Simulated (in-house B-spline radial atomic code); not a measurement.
Removal energies of one electron outside the [Ar] 3d10 4s2 4p6 core along the 37-electron series, with the parts due to correlation (partial-wave tail included) and to Breit and QED terms, both contained in the total; recoil is left out. Computed with a B-spline radial code for spherical atoms: frozen-core Dirac-Hartree-Fock with a screened correlation potential.

```tsv
ion	Z	removal energy of 4d3/2 (eV)	correlation part of 4d3/2 (eV)	Breit and QED part of 4d3/2 (eV)	removal energy of 4d5/2 (eV)	correlation part of 4d5/2 (eV)	Breit and QED part of 4d5/2 (eV)
Xe17+	54	435.49	2.4181	-0.11271	432.64	2.3773	-0.034536
Cs18+	55	477.8	2.4541	-0.13247	474.58	2.4117	-0.045951
Ba19+	56	521.89	2.4884	-0.15402	518.26	2.4444	-0.058649
La20+	57	567.76	2.5213	-0.17743	563.69	2.4756	-0.072671
Ce21+	58	615.41	2.5529	-0.20278	610.85	2.5053	-0.088072
Pr22+	59	664.84	2.5832	-0.23012	659.76	2.5337	-0.1049
Nd23+	60	716.04	2.6124	-0.25954	710.39	2.5609	-0.1232
Pm24+	61	?	?	?	?	?	?
Sm25+	62	823.77	2.6678	-0.3248	816.87	2.6121	-0.16444
Eu26+	63	880.3	2.694	-0.36081	872.7	2.6361	-0.18748
Gd27+	64	938.61	2.7194	-0.39915	930.26	2.6591	-0.21218
Tb28+	65	?	?	?	?	?	?
Dy29+	66	1060.57	2.7679	-0.48312	1050.56	2.7028	-0.26684
Ho30+	67	?	?	?	?	?	?
Er31+	68	1189.67	2.8135	-0.57729	1177.76	2.7432	-0.32878
Tm32+	69	1256.9	2.8353	-0.62834	1243.95	2.7622	-0.36262
```

**Question.** Fill in the row of Pm24+.

**Answer.** removal energy of 4d3/2 (eV): 769.02; correlation part of 4d3/2 (eV): 2.6406; Breit and QED part of 4d3/2 (eV): -0.29108; removal energy of 4d5/2 (eV): 762.76; correlation part of 4d5/2 (eV): 2.5871; Breit and QED part of 4d5/2 (eV): -0.14304.

**Question.** Fill in the row of Tb28+.

**Answer.** removal energy of 4d3/2 (eV): 998.7; correlation part of 4d3/2 (eV): 2.744; Breit and QED part of 4d3/2 (eV): -0.43988; removal energy of 4d5/2 (eV): 989.54; correlation part of 4d5/2 (eV): 2.6814; Breit and QED part of 4d5/2 (eV): -0.23863.

**Question.** Fill in the row of Ho30+.

**Answer.** removal energy of 4d3/2 (eV): 1124.23; correlation part of 4d3/2 (eV): 2.7911; Breit and QED part of 4d3/2 (eV): -0.5289; removal energy of 4d5/2 (eV): 1113.3; correlation part of 4d5/2 (eV): 2.7233; Breit and QED part of 4d5/2 (eV): -0.29688.
